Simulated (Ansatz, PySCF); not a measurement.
This Ansatz (a program for electronic structure) input computes a CAM-B3LYP/def2-TZVPD energy:

Ansatz 0.2 input:
```yaml
crystal:
  periodic: [false, false, false]
  atoms:
    - {symbol: Mg, position_ang: [1.07465477, 0.19135820, 0.12472361]}
    - {symbol: Br, position_ang: [-0.32716292, 1.64158889, -1.35875099]}
    - {symbol: Br, position_ang: [-0.04129015, -1.70719742, 1.31598861]}
basis:
  gaussian:
    orbitals: def2-TZVPD
hamiltonian:
  xc: {name: CAM-B3LYP}
total_charge: -1
magnetization: {spin_polarized: true, initial_magnetization: 1}
output: {forces: true}
```

Write an input for the same energy in PySCF and say what it gives.


```python
from pyscf import gto, scf, dft

mol = gto.M(
    atom='''
    Mg    1.07465477    0.19135820    0.12472361
    Br   -0.32716292    1.64158889   -1.35875099
    Br   -0.04129015   -1.70719742    1.31598861
    ''',
    basis='def2-tzvpd',
    charge=-1,
    spin=1,
    verbose=4,
)

mf = dft.UKS(mol, xc='camb3lyp').density_fit(auxbasis='def2-universal-jkfit')
mf.grids.level = 3
mf.conv_tol = 1e-9
mf.max_cycle = 100
mf.max_memory = 1500
mf.kernel()
if not mf.converged:
    mf = mf.newton()
    mf.kernel(mf.make_rdm1())
for _ in range(2):
    mo, _, stable, _ = mf.stability(return_status=True)
    if stable:
        break
    mf.kernel(mf.make_rdm1(mo, mf.mo_occ))
mf.analyze()
```
It gives -5348.84542 Eh, and Ansatz -5348.84533 Eh, a difference of 0.09 mEh, from the treatment of integrals and grids.
